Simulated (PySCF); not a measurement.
Cl$_{2}$CrO$_{2}$, singlet, at a GFN2-xTB geometry (such geometries of metal compounds can be far from the true shape); HF/STO-3G run with PySCF.

PySCF was given this input:
```python
from pyscf import gto, scf

mol = gto.Mole()
mol.atom = '''
    Cr    0.36161990   -0.06306063    0.11655214
    O     1.44045237   -0.59234025   -0.86408389
    O     0.79045337    0.20330658    1.58311746
    Cl   -0.38616068    1.66825371   -0.64495912
    Cl   -1.17419951   -1.39615227    0.14204619
'''
mol.basis = 'sto-3g'
mol.verbose = 4
mol.build()

mf = scf.RHF(mol)
mf.diis = False
mf.max_cycle = 100
mf.kernel()
```

Output, abridged:

```
PySCF version 2.14.0

[INPUT] verbose = 4
[INPUT] num. atoms = 5
[INPUT] num. electrons = 74
[INPUT] charge = 0
[INPUT] spin (= nelec alpha-beta = 2S) = 0
[INPUT] symmetry False subgroup None
[INPUT] Mole.unit = angstrom
[INPUT] Symbol           X                Y                Z      unit          X                Y                Z       unit  Magmom
[...]
nuclear repulsion = 501.758778272417
number of shells = 24
number of NR pGTOs = 138
number of NR cGTOs = 46
basis = sto-3g
ecp = {}

******** <class 'pyscf.scf.hf.RHF'> ********
method = RHF
initial guess = minao
damping factor = 0
level_shift factor = 0
DIIS disabled
SCF conv_tol = 1e-09
SCF conv_tol_grad = None
SCF max_cycles = 100
direct_scf = True
direct_scf_tol = 1e-13
Set gradient conv threshold to 3.16228e-05
Initial guess from minao.
init E= -2087.86497854172
[...]
cycle= 1 E= -2088.18965488482  delta_E= -0.325  |g|= 1.95  |ddm|= 3.56
[...]
cycle= 2 E= -2078.49028435038  delta_E=  9.7  |g|= 5.78  |ddm|= 5.63
[...]
cycle= 3 E= -2079.8360119102  delta_E= -1.35  |g|= 6.94  |ddm|= 8.67
[...]
cycle= 4 E= -2069.12089329894  delta_E= 10.7  |g|= 5.08  |ddm|=   10
[...]
cycle= 5 E= -2070.23751978027  delta_E= -1.12  |g|= 9.44  |ddm|= 11.6
[...]
cycle= 6 E= -2066.44441813214  delta_E= 3.79  |g|= 4.94  |ddm|= 12.2
[...]
cycle= 7 E= -2067.66911385475  delta_E= -1.22  |g|= 9.56  |ddm|= 12.5
[...]
cycle= 8 E= -2065.88655236104  delta_E= 1.78  |g|=  4.9  |ddm|= 12.6
[...]
cycle= 9 E= -2067.11139578396  delta_E= -1.22  |g|= 9.57  |ddm|= 12.6
[...]
cycle= 10 E= -2065.77962616335  delta_E= 1.33  |g|= 4.89  |ddm|= 12.7
[...]
cycle= 11 E= -2066.99048753571  delta_E= -1.21  |g|= 9.57  |ddm|= 12.7
[...]
cycle= 12 E= -2065.75807747142  delta_E= 1.23  |g|= 4.89  |ddm|= 12.7
[...]
cycle= 13 E= -2066.96366674473  delta_E= -1.21  |g|= 9.57  |ddm|= 12.7
[...]
cycle= 14 E= -2065.75349533438  delta_E= 1.21  |g|= 4.89  |ddm|= 12.7
[...]
cycle= 15 E= -2066.95762588592  delta_E= -1.2  |g|= 9.57  |ddm|= 12.7
[...]
cycle= 16 E= -2065.75248659984  delta_E= 1.21  |g|= 4.89  |ddm|= 12.7
[...]
cycle= 17 E= -2066.95625416223  delta_E= -1.2  |g|= 9.57  |ddm|= 12.7
[...]
cycle= 18 E= -2065.75226021604  delta_E=  1.2  |g|= 4.89  |ddm|= 12.7
[...]
cycle= 19 E= -2066.95594139058  delta_E= -1.2  |g|= 9.57  |ddm|= 12.7
[...]
cycle= 20 E= -2065.75220890002  delta_E=  1.2  |g|= 4.89  |ddm|= 12.7
[...]
cycle= 21 E= -2066.95586992811  delta_E= -1.2  |g|= 9.57  |ddm|= 12.7
[...]
cycle= 22 E= -2065.75219720926  delta_E=  1.2  |g|= 4.89  |ddm|= 12.7
[...]
cycle= 23 E= -2066.95585358378  delta_E= -1.2  |g|= 9.57  |ddm|= 12.7
[...]
cycle= 24 E= -2065.75219453926  delta_E=  1.2  |g|= 4.89  |ddm|= 12.7
[...]
cycle= 25 E= -2066.95584984379  delta_E= -1.2  |g|= 9.57  |ddm|= 12.7
[...]
cycle= 26 E= -2065.75219392873  delta_E=  1.2  |g|= 4.89  |ddm|= 12.7
[...]
cycle= 27 E= -2066.95584898778  delta_E= -1.2  |g|= 9.57  |ddm|= 12.7
[...]
cycle= 28 E= -2065.75219378903  delta_E=  1.2  |g|= 4.89  |ddm|= 12.7
[...]
cycle= 29 E= -2066.95584879182  delta_E= -1.2  |g|= 9.57  |ddm|= 12.7
[...]
cycle= 30 E= -2065.75219375706  delta_E=  1.2  |g|= 4.89  |ddm|= 12.7
[...]
cycle= 31 E= -2066.95584874697  delta_E= -1.2  |g|= 9.57  |ddm|= 12.7
[...]
cycle= 32 E= -2065.75219374974  delta_E=  1.2  |g|= 4.89  |ddm|= 12.7
[...]
cycle= 33 E= -2066.9558487367  delta_E= -1.2  |g|= 9.57  |ddm|= 12.7
[...]
cycle= 34 E= -2065.75219374807  delta_E=  1.2  |g|= 4.89  |ddm|= 12.7
[...]
cycle= 35 E= -2066.95584873435  delta_E= -1.2  |g|= 9.57  |ddm|= 12.7
[...]
cycle= 36 E= -2065.75219374768  delta_E=  1.2  |g|= 4.89  |ddm|= 12.7
[...]
cycle= 37 E= -2066.95584873381  delta_E= -1.2  |g|= 9.57  |ddm|= 12.7
[...]
cycle= 38 E= -2065.75219374759  delta_E=  1.2  |g|= 4.89  |ddm|= 12.7
[...]
cycle= 39 E= -2066.95584873369  delta_E= -1.2  |g|= 9.57  |ddm|= 12.7
[...]
cycle= 40 E= -2065.75219374757  delta_E=  1.2  |g|= 4.89  |ddm|= 12.7
[...]
cycle= 41 E= -2066.95584873366  delta_E= -1.2  |g|= 9.57  |ddm|= 12.7
[...]
[...]
cycle= 49 E= -2066.95584873365  delta_E= -1.2  |g|= 9.57  |ddm|= 12.7
[...]
cycle= 50 E= -2065.75219374757  delta_E=  1.2  |g|= 4.89  |ddm|= 12.7
[...]
cycle= 51 E= -2066.95584873365  delta_E= -1.2  |g|= 9.57  |ddm|= 12.7
[...]
cycle= 52 E= -2065.75219374757  delta_E=  1.2  |g|= 4.89  |ddm|= 12.7
[...]
cycle= 53 E= -2066.95584873365  delta_E= -1.2  |g|= 9.57  |ddm|= 12.7
[...]
cycle= 54 E= -2065.75219374757  delta_E=  1.2  |g|= 4.89  |ddm|= 12.7
[...]
cycle= 55 E= -2066.95584873365  delta_E= -1.2  |g|= 9.57  |ddm|= 12.7
[...]
cycle= 56 E= -2065.75219374757  delta_E=  1.2  |g|= 4.89  |ddm|= 12.7
[...]
cycle= 57 E= -2066.95584873365  delta_E= -1.2  |g|= 9.57  |ddm|= 12.7
[...]
cycle= 58 E= -2065.75219374757  delta_E=  1.2  |g|= 4.89  |ddm|= 12.7
[...]
cycle= 59 E= -2066.95584873365  delta_E= -1.2  |g|= 9.57  |ddm|= 12.7
[...]
cycle= 60 E= -2065.75219374757  delta_E=  1.2  |g|= 4.89  |ddm|= 12.7
[...]
cycle= 61 E= -2066.95584873365  delta_E= -1.2  |g|= 9.57  |ddm|= 12.7
[...]
cycle= 62 E= -2065.75219374757  delta_E=  1.2  |g|= 4.89  |ddm|= 12.7
[...]
cycle= 63 E= -2066.95584873365  delta_E= -1.2  |g|= 9.57  |ddm|= 12.7
[...]
cycle= 64 E= -2065.75219374757  delta_E=  1.2  |g|= 4.89  |ddm|= 12.7
[...]
cycle= 65 E= -2066.95584873365  delta_E= -1.2  |g|= 9.57  |ddm|= 12.7
[...]
cycle= 66 E= -2065.75219374757  delta_E=  1.2  |g|= 4.89  |ddm|= 12.7
[...]
cycle= 67 E= -2066.95584873365  delta_E= -1.2  |g|= 9.57  |ddm|= 12.7
[...]
cycle= 68 E= -2065.75219374757  delta_E=  1.2  |g|= 4.89  |ddm|= 12.7
[...]
cycle= 69 E= -2066.95584873365  delta_E= -1.2  |g|= 9.57  |ddm|= 12.7
[...]
cycle= 70 E= -2065.75219374757  delta_E=  1.2  |g|= 4.89  |ddm|= 12.7
[...]
cycle= 71 E= -2066.95584873365  delta_E= -1.2  |g|= 9.57  |ddm|= 12.7
[...]
cycle= 72 E= -2065.75219374757  delta_E=  1.2  |g|= 4.89  |ddm|= 12.7
[...]
cycle= 73 E= -2066.95584873365  delta_E= -1.2  |g|= 9.57  |ddm|= 12.7
[...]
cycle= 74 E= -2065.75219374757  delta_E=  1.2  |g|= 4.89  |ddm|= 12.7
[...]
cycle= 75 E= -2066.95584873365  delta_E= -1.2  |g|= 9.57  |ddm|= 12.7
[...]
cycle= 76 E= -2065.75219374757  delta_E=  1.2  |g|= 4.89  |ddm|= 12.7
[...]
cycle= 77 E= -2066.95584873365  delta_E= -1.2  |g|= 9.57  |ddm|= 12.7
[...]
cycle= 78 E= -2065.75219374757  delta_E=  1.2  |g|= 4.89  |ddm|= 12.7
[...]
cycle= 79 E= -2066.95584873365  delta_E= -1.2  |g|= 9.57  |ddm|= 12.7
[...]
cycle= 80 E= -2065.75219374757  delta_E=  1.2  |g|= 4.89  |ddm|= 12.7
[...]
cycle= 81 E= -2066.95584873365  delta_E= -1.2  |g|= 9.57  |ddm|= 12.7
[...]
cycle= 82 E= -2065.75219374757  delta_E=  1.2  |g|= 4.89  |ddm|= 12.7
[...]
cycle= 83 E= -2066.95584873365  delta_E= -1.2  |g|= 9.57  |ddm|= 12.7
[...]
cycle= 84 E= -2065.75219374757  delta_E=  1.2  |g|= 4.89  |ddm|= 12.7
[...]
cycle= 85 E= -2066.95584873365  delta_E= -1.2  |g|= 9.57  |ddm|= 12.7
[...]
cycle= 86 E= -2065.75219374757  delta_E=  1.2  |g|= 4.89  |ddm|= 12.7
[...]
cycle= 87 E= -2066.95584873365  delta_E= -1.2  |g|= 9.57  |ddm|= 12.7
[...]
cycle= 88 E= -2065.75219374757  delta_E=  1.2  |g|= 4.89  |ddm|= 12.7
[...]
cycle= 89 E= -2066.95584873365  delta_E= -1.2  |g|= 9.57  |ddm|= 12.7
[...]
cycle= 90 E= -2065.75219374757  delta_E=  1.2  |g|= 4.89  |ddm|= 12.7
[...]
cycle= 91 E= -2066.95584873365  delta_E= -1.2  |g|= 9.57  |ddm|= 12.7
[...]
cycle= 92 E= -2065.75219374757  delta_E=  1.2  |g|= 4.89  |ddm|= 12.7
[...]
cycle= 93 E= -2066.95584873365  delta_E= -1.2  |g|= 9.57  |ddm|= 12.7
[...]
cycle= 94 E= -2065.75219374757  delta_E=  1.2  |g|= 4.89  |ddm|= 12.7
[...]
cycle= 95 E= -2066.95584873365  delta_E= -1.2  |g|= 9.57  |ddm|= 12.7
[...]
cycle= 96 E= -2065.75219374757  delta_E=  1.2  |g|= 4.89  |ddm|= 12.7
[...]
cycle= 97 E= -2066.95584873365  delta_E= -1.2  |g|= 9.57  |ddm|= 12.7
[...]
cycle= 98 E= -2065.75219374757  delta_E=  1.2  |g|= 4.89  |ddm|= 12.7
[...]
cycle= 99 E= -2066.95584873365  delta_E= -1.2  |g|= 9.57  |ddm|= 12.7
[...]
cycle= 100 E= -2065.75219374757  delta_E=  1.2  |g|= 4.89  |ddm|= 12.7
SCF not converged.
SCF energy = -2065.75219374757
```

The run did not converge; its last values are not results.
